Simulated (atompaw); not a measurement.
What one change does to a pseudopotential (Au, PAW (atompaw))

Au, PAW, made with atompaw 4.2.0.5 (PBE, scalar-relativistic). Core [Kr] 4d10 4f14, reference 5s2 5p6 5d10 6s0.5 6p0.5. Waves: 5s (bound): rc 1.50 bohr; 6s (bound): rc 2.15 bohr; 5p (bound): rc 1.85 bohr; 6p (bound): rc 1.85 bohr; 5d (bound): rc 2.15 bohr; 5d channel at 1.65 Ry: rc 2.15 bohr; 5f channel at -0.05 Ry: rc 2.15 bohr; 5f channel at 2.35 Ry: rc 1.70 bohr. Local part: troulliermartins scheme with l = 4 at 0.5 Ry, radius 1.45 bohr. Core correction: smooth core density matched at 1.60 bohr. Augmentation charge: gaussian compensation charge, radius 1.95 bohr; PAW radius 2.15 bohr; waves and projectors: custom polynom2 7 10 vanderbiltortho.

Change: reference 5s2 5p6 5d9 6s2 6p0; removed wave 5f channel at 2.35 Ry: rc 1.70 bohr.

Cutoffs: the cutoffs (Ry, on a coarse ladder) from which the occupation-weighted sum of valence levels, in a spherical-Bessel basis at the reference potential, stays within 10 and 1 mRy of its value at 400 Ry; they do not see the model core or the augmentation charge, which bear on the density cutoff.

Problem. What does the change do?

Solution. The potential gets neither clearly harder nor softer (25 Ry and 80 Ry → 25 Ry and 70 Ry); the bound ghost in f disappears.

```csv
quantity,base,changed
"cutoff, loose",25 Ry,25 Ry
"cutoff, tight",80 Ry,70 Ry
bound ghosts,f,none
s: phases at 2.16 bohr within 0.05 rad from the reference energy up to (Ry; the scan ends near 5),1.2,1.2
p: phases at 2.16 bohr within 0.05 rad from the reference energy up to (Ry; the scan ends near 5),to the end of the scan,to the end of the scan
d: phases at 2.16 bohr within 0.05 rad from the reference energy up to (Ry; the scan ends near 5),to the end of the scan,to the end of the scan
f: phases at 2.16 bohr within 0.05 rad from the reference energy up to (Ry; the scan ends near 5),n/a,n/a
lowest overlap eigenvalue by channel,"s 0.38, p 0.82, d 0.89, f 1.00","s 0.37, p 0.82, d 0.88, f 1.00"
```

 A true bound ghost makes a file unfit for plane-wave use even where its test errors are small: the radial tests pick states by their node count and pass the ghost by. The cutoffs see the waves, projectors and local potential, not the compensation charge or the core.
